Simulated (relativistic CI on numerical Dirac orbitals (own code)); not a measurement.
Magnetism of Tb4+, 4f7, in a crystal field

Calculated by Dirac-Coulomb-Breit CI, separate exchange-only KLI orbitals for each configuration, model QED, valence Slater integrals scaled by 0.7, one configuration in a parametric crystal field (own radial code).

Field parameters in Wybourne normalisation. The field is a parameter set, without covalency.

S is read from ⟨S²⟩ = S(S + 1).

Powder χT (cm³ K mol⁻¹) by Van Vleck's formula, with temperature-independent terms:

```csv
Field,2 K,5 K,10 K,20 K,50 K,100 K,200 K,300 K
"D3h, B20 = 920, B40 = 340, B60 = -840, B66 = 880 cm⁻¹",7.68,7.76,7.78,7.78,7.78,7.78,7.78,7.78
"D3h, B20 = 850, B40 = -1000, B60 = -460, B66 = -230 cm⁻¹",7.67,7.76,7.78,7.78,7.78,7.78,7.78,7.78
```

For D3h, B20 = 920, B40 = 340, B60 = -840, B66 = 880 cm⁻¹: what effective moment follows at 300 K?

μ_eff = √(8χT) = 7.89 μB. The LS value g√(J(J + 1)) of the free ion's 8S°_7/2 level is 7.94 μB.
